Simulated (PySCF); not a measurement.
WF2H4, SMILES [F][WH4][F], multiplicity 1. Atoms are numbered in the order given.

```xyz
7

W      0.0000     0.0000    -0.0826
F      1.8169     0.0000     0.4259
F     -1.8169     0.0000     0.4259
H     -0.8723     0.0000    -1.5239
H      0.0000    -1.4620     0.7456
H      0.0000     1.4620     0.7456
H      0.8723     0.0000    -1.5239
```
Charge 0, spin multiplicity 1.

Coordinates come from a PBE0-D3(BJ)/def2-TZVP optimisation. The geometry has at least one imaginary mode, so it is a saddle point at that level. The spin state was assumed, not searched. The structure was generated by enumeration; whether it is a known compound was not checked. The def2 effective core potentials stand for the cores of W; spin–orbit coupling is left out.

The numbers are results of TDDFT-PBE/def2-SVPD in PySCF 2.14.0, not measurements.

Vertical excitations. Gas-phase values at a fixed geometry. State labels are in the subgroup C2v.

Computed UV-visible absorptions:
```csv
state,symmetry,energy (eV),λ (nm),f,main pairs
S1,B2,2.48,499,0.001,HOMO→LUMO 100 %
S2,A2,3.05,406,0.000,HOMO→LUMO+1 100 %
S3,B1,3.65,340,0.021,HOMO→LUMO+2 95 %
S4,B1,4.51,275,0.025,HOMO−1→LUMO 92 %
S5,A2,4.85,255,0.000,HOMO−2→LUMO 99 %
S6,A1,5.20,239,0.024,HOMO−1→LUMO+1 89 %
S7,B2,5.23,237,0.002,"HOMO−1→LUMO+2 78 %, HOMO−2→LUMO+1 22 %"
S8,A2,5.68,218,0.000,HOMO−3→LUMO 100 %
S9,B2,5.69,218,0.022,"HOMO−2→LUMO+1 74 %, HOMO−1→LUMO+2 19 %"
S10,B2,5.93,209,0.002,HOMO−4→LUMO 98 %
T1,B2,2.07,598,0,HOMO→LUMO 100 %
T2,A2,2.74,452,0,HOMO→LUMO+1 100 %
T3,B1,3.07,404,0,HOMO→LUMO+2 99 %
T4,B1,3.72,334,0,HOMO−1→LUMO 100 %
```
Triplets are in the Tamm–Dancoff approximation, which puts them higher than full response would, so one can lie above its singlet here.
